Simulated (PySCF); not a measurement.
## Radial density of He (helium, neutral)

M06-2X, 1s2, closed-shell 1S. Computed with PySCF 2.14 in aug-cc-pVDZ-DK (3s2p, 9 functions), with the spin-free X2C one-electron Hamiltonian (Gaussian nucleus).

| r (bohr) | 4πr²ρ (e/bohr) |
| --- | --- |
| 0.0154 | 0.008736 |
| 0.0258 | 0.02449 |
| 0.0435 | 0.06754 |
| 0.0731 | 0.1784 |
| 0.123 | 0.4254 |
| 0.207 | 0.8539 |
| 0.348 | 1.437 |
| 0.585 | 1.710 |
| 0.985 | 1.272 |
| 1.66 | 0.4202 |
| 2.79 | 0.05207 |
| 4.69 | 0.0006898 |

Densities and radii are taken from the X2C orbitals without a picture-change correction, which distorts them close to the nucleus.
